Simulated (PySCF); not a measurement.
CH₃ClF₂NNb, SMILES C[N]=[Nb]([F])([F])[Cl], multiplicity 1. Atoms are numbered in the order given.

```xyz
9

Nb    -0.3146     0.0988     0.0000
N      0.4635    -1.4425     0.0000
C      1.1039    -2.7062     0.0000
H      0.8251    -3.2886     0.8943
H      2.2001    -2.5816     0.0000
H      0.8251    -3.2886    -0.8943
F     -1.3488     0.1711     1.5537
F     -1.3488     0.1711    -1.5537
Cl     1.3799     1.6684     0.0000
```
Charge 0, spin multiplicity 1.

Coordinates come from a PBE0-D3(BJ)/def2-SVP optimisation. The spin state was assumed, not searched. The structure was generated by enumeration; whether it is a known compound was not checked. The def2 effective core potentials stand for the cores of Nb; spin–orbit coupling is left out.

All values below come from TDDFT-PBE/def2-SVPD (PySCF).

Vertical excitations. Gas-phase values at a fixed geometry. State labels are in the subgroup Cs.

**Question.** Estimate the UV-visible absorptions. (Estimate from the structure and the level; the computed values follow.)

**Answer.** 
| state | symmetry | energy (eV) | λ (nm) | f | main pairs |
|---|---|---|---|---|---|
| S1 | A" | 4.17 | 297 | 0.000 | HOMO→LUMO 71 %, HOMO−1→LUMO+1 29 % |
| S2 | A" | 4.33 | 286 | 0.000 | HOMO−1→LUMO+1 70 %, HOMO→LUMO 29 % |
| S3 | A' | 4.37 | 284 | 0.002 | HOMO→LUMO+1 68 %, HOMO−1→LUMO 31 % |
| S4 | A' | 4.41 | 281 | 0.020 | HOMO−1→LUMO 63 %, HOMO→LUMO+1 27 % |
| S5 | A' | 5.55 | 223 | 0.002 | HOMO→LUMO+2 69 %, HOMO→LUMO+3 27 % |
| S6 | A" | 5.58 | 222 | 0.000 | HOMO−1→LUMO+2 59 %, HOMO−1→LUMO+3 36 % |
| S7 | A" | 5.61 | 221 | 0.001 | HOMO−1→LUMO+3 42 %, HOMO−2→LUMO+1 28 %, HOMO−1→LUMO+2 19 %, HOMO−3→LUMO 10 % |
| S8 | A" | 5.66 | 219 | 0.007 | HOMO−2→LUMO+1 61 %, HOMO−1→LUMO+3 18 %, HOMO−1→LUMO+2 18 % |
| S9 | A' | 5.73 | 216 | 0.001 | HOMO−3→LUMO+1 48 %, HOMO−2→LUMO 42 % |
| S10 | A" | 5.77 | 215 | 0.000 | HOMO−3→LUMO 87 % |
| T1 | A' | 3.83 | 324 | 0 | HOMO−1→LUMO 66 %, HOMO→LUMO+1 29 % |
| T2 | A' | 3.95 | 314 | 0 | HOMO→LUMO+1 67 %, HOMO−1→LUMO 31 % |
| T3 | A" | 3.97 | 313 | 0 | HOMO→LUMO 80 %, HOMO−1→LUMO+1 18 % |
| T4 | A" | 4.08 | 304 | 0 | HOMO−1→LUMO+1 81 %, HOMO→LUMO 19 % |
Triplets are in the Tamm–Dancoff approximation, which puts them higher than full response would, so one can lie above its singlet here.
